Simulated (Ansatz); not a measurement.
Cl3F2Nb (`[F][Nb]([F])([Cl])([Cl])[Cl]`) at its PBE0-D4/def2-TZVP geometry, where that method's forces vanish. Total charge 0; spin multiplicity 1. Nb takes the def2 core potential.

| atom | x (Å) | y (Å) | z (Å) |
| --- | --- | --- | --- |
| F1 | 1.128 | -0.150 | 1.463 |
| Nb2 | 0.017 | -0.034 | 0.005 |
| F3 | -0.392 | -1.302 | -1.259 |
| Cl4 | -1.646 | -0.948 | 1.321 |
| Cl5 | -0.991 | 1.954 | -0.273 |
| Cl6 | 1.883 | 0.481 | -1.255 |

Task: For each bond, give half the difference of the two atoms' forces along it (eV/Å; positive pushes the atoms apart) under PBE-D4, r2SCAN-D4, B3LYP-D4, ωB97M-V in def2-TZVPP. (Best estimate.)

Result: Ansatz gave: 
| bond | length (Å) | PBE-D4 | r2SCAN-D4 | B3LYP-D4 | ωB97M-V |
| --- | --- | --- | --- | --- | --- |
| F1–Nb2 | 1.836 | 0.38 | 0.13 | 0.22 | -0.07 |
| Nb2–F3 | 1.836 | 0.38 | 0.13 | 0.22 | -0.07 |
| Nb2–Cl4 | 2.310 | 0.20 | 0.11 | 0.19 | 0.01 |
| Nb2–Cl5 | 2.246 | 0.11 | 0.12 | 0.21 | 0.09 |
| Nb2–Cl6 | 2.310 | 0.20 | 0.11 | 0.19 | 0.01 |

B3LYP here is the variant with VWN-RPA as its local correlation; programs differ in this.
